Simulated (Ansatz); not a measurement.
One geometry of [In(OMe)H3]- (CH6InO⁻), several levels of theory.

```yaml
crystal:
  periodic: [false, false, false]
  atoms:
    - {symbol: In, position_ang: [-0.378513, 0.612865, -1.335689]}
    - {symbol: O, position_ang: [-0.334764, 0.569165, 0.767554]}
    - {symbol: C, position_ang: [0.314811, -0.506049, 1.340121]}
    - {symbol: H, position_ang: [-0.124030, -1.490369, 1.066046]}
    - {symbol: H, position_ang: [0.274239, -0.447307, 2.446273]}
    - {symbol: H, position_ang: [1.392306, -0.570478, 1.072644]}
    - {symbol: H, position_ang: [1.326485, 0.626359, -1.834033]}
    - {symbol: H, position_ang: [-1.263847, 2.091091, -1.712763]}
    - {symbol: H, position_ang: [-1.206688, -0.885278, -1.810133]}
basis:
  gaussian: {orbitals: def2-TZVPD, initial_orbitals: start.molden}
total_charge: -1
hamiltonian: {xc: pbe0, dispersion: d4}
scf: {omitted_lower_state_checks: [starts]}
output: {orbitals: {seedname: orbitals}}
```

The file start.molden holds the orbitals of an earlier run on this structure, at another level or in another basis.

```sh
$ ansatz run in.yaml --threads 4 --pin off --events-out ev --progress --plain --max-ram 3916MiB
```

Output, abridged:

```
Functional definition: PBE0
1177 factors; their error is unknown
mean field evaluation 1: about -8351.7814 eV, gradient 1.0e2 eV
mean field evaluation 2: about -8353.8198 eV, gradient 3.0e0 eV
mean field evaluation 4: about -8353.9321 eV, gradient 4.0e-1 eV
mean field evaluation 8: about -8353.9324 eV, gradient 1.7e-5 eV
mean field -8353.93237733 eV, -307.0013523682 hartree, gradient 1.7e-5 eV, S^2 0.000000; 0 other end points of the search recorded, 0 dependent functions left out
reference -8353.93242575 eV, -307.0013541475 hartree; 21, 21 occupied and 166, 166 virtual orbitals, 1177 factors
Total energy: -8354.08278697 eV, -307.0068798204 hartree
Checks for a lower state left out: starts
```

It took 2.1 s on 4 threads of Arm Neoverse V1 on a shared host.

Geometry: r2SCAN-D4/def2-TZVPD.

In the def2 sets In takes a core potential; there is no spin–orbit coupling.
